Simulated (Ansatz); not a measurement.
Relaxation of CH₇NSn (10 atoms, charge 0, multiplicity 1), to a largest force component of 0.03 eV/Å in at most 50 steps.

Method: Ansatz 0.2.0, UKS PBE0/def2-SVP.

```xyz
10
Properties=species:S:1:pos:R:3
Sn -0.734 -0.018 0.769
C 1.349 -0.061 0.251
N -1.101 -0.233 -1.236
H -0.183 0.052 -1.583
H -1.270 1.472 1.459
H -1.333 -1.337 1.675
H 1.580 0.906 -0.231
H 1.459 -0.870 -0.491
H 2.057 -0.225 1.078
H -1.824 0.314 -1.691
```

Question: Where does it end, and by what steps?

Answer: It converged. The force dipped under the threshold on the way, but the program's further checks kept it going. After 12 steps the energy has fallen by 0.316 eV; H4 moved furthest, 1.07 Å.

```json
{"step": "0", "energy less start (eV)": "0.0000", "largest force component (eV/Å)": "0.493", "accepted": "yes"}
{"step": "1", "energy less start (eV)": "-0.1401", "largest force component (eV/Å)": "0.511", "accepted": "yes"}
{"step": "2", "energy less start (eV)": "-0.2257", "largest force component (eV/Å)": "0.709", "accepted": "yes"}
{"step": "3", "energy less start (eV)": "-0.2586", "largest force component (eV/Å)": "0.567", "accepted": "yes"}
{"step": "4", "energy less start (eV)": "-0.2985", "largest force component (eV/Å)": "0.104", "accepted": "yes"}
{"step": "5", "energy less start (eV)": "-0.3082", "largest force component (eV/Å)": "0.107", "accepted": "yes"}
{"step": "6", "energy less start (eV)": "-0.2869", "largest force component (eV/Å)": "1.109", "accepted": "no"}
{"step": "7", "energy less start (eV)": "-0.3106", "largest force component (eV/Å)": "0.257", "accepted": "yes"}
{"step": "8", "energy less start (eV)": "-0.3125", "largest force component (eV/Å)": "0.268", "accepted": "yes"}
{"step": "9", "energy less start (eV)": "-0.3155", "largest force component (eV/Å)": "0.013", "accepted": "yes"}
{"step": "10", "energy less start (eV)": "-0.3158", "largest force component (eV/Å)": "0.064", "accepted": "yes"}
{"step": "11", "energy less start (eV)": "-0.3160", "largest force component (eV/Å)": "0.046", "accepted": "yes"}
{"step": "12", "energy less start (eV)": "-0.3161", "largest force component (eV/Å)": "0.010", "accepted": "yes"}
```

```xyz
10
Properties=species:S:1:pos:R:3
Sn -0.576 0.036 0.523
C 1.562 -0.116 0.441
N -1.241 -0.144 -1.411
H -0.970 0.643 -1.999
H -1.048 1.518 1.278
H -1.282 -1.284 1.364
H 1.986 0.742 -0.101
H 1.840 -1.041 -0.082
H 1.984 -0.135 1.456
H -2.256 -0.218 -1.471
```

Whether the end is a true minimum wasn't checked by a vibrational analysis.

Time of the run: 40 s on 2 threads of Arm Neoverse V2, on a shared host, peak memory 0.25 GiB.
